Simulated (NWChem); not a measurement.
System: iminoborane (BNH₂); SMILES B=N

```xyz
4

B      0.0001     0.6867     0.0000
N      0.0002    -0.5459     0.0000
H     -0.0002     1.8583     0.0000
H      0.0032    -1.5374     0.0000
```
Atoms are numbered in this order, from 1.

Geometry: optimised at PBE0-D3(BJ)/def2-TZVP.

List the 4 lowest vertical singlet excitations from LRC-wPBEh/def2-SVP, TDA (NWChem).


```
state  energy (eV)  oscillator strength  leading excitation (squared amplitude)
-----  -----------  -------------------  --------------------------------------
S1            7.33                0.000                      HOMO → LUMO (0.50)
S2            7.60                0.000                  HOMO−1 → LUMO+1 (0.50)
S3            7.60                0.000                    HOMO−1 → LUMO (0.50)
S4            9.13                0.073                    HOMO → LUMO+2 (0.99)
```
